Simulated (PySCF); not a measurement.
One molecule, one basis, several functionals.

Species: C4H3ClOSi.
SMILES: `C1(Cl)O[Si@@H](C=1)C#C`

PySCF, pcSseg-1 basis, density fitting, gas phase, PBE0-D3(BJ)/def2-SVP geometry. One functional is left out:

| functional | exact exchange (%) | HOMO energy (eV) | LUMO energy (eV) | dipole moment (D) |
| --- | --- | --- | --- | --- |
| B97-D | 0 | -5.86 | -1.98 | 2.498 |
| BLYP | 0 | -5.71 | -1.93 | 2.413 |
| LDA | 0 | -6.10 | -2.38 | 2.483 |
| mPW1PW91 | 25 | -7.16 | -1.23 | 2.666 |
| BHandHLYP | 50 | -8.17 | -0.18 | 2.800 |

Predict the row of B3LYP (20 % exact exchange) by straight lines through the other rows, and check it.

| property | line | computed | computed − line | mPW1PW91 (25 %), for comparison |
| --- | --- | --- | --- | --- |
| HOMO energy (eV) | -6.83 | -6.87 | -0.04 | -7.16 |
| LUMO energy (eV) | -1.35 | -1.39 | -0.04 | -1.23 |
| dipole moment (D) | 2.606 | 2.603 | -0.003 | 2.666 |

Which of these properties follows the share of exact exchange most closely, and which least?

Most closely the HOMO energy, least the dipole moment; the correlations over the tabulated rows are HOMO energy -0.990, LUMO energy 0.978, dipole moment 0.975. The HOMO energy moves by -0.462 eV for every 10 %. Functionals with the same share still differ in their other parts: at 0 % BLYP and LDA differ by 0.39 eV in it.
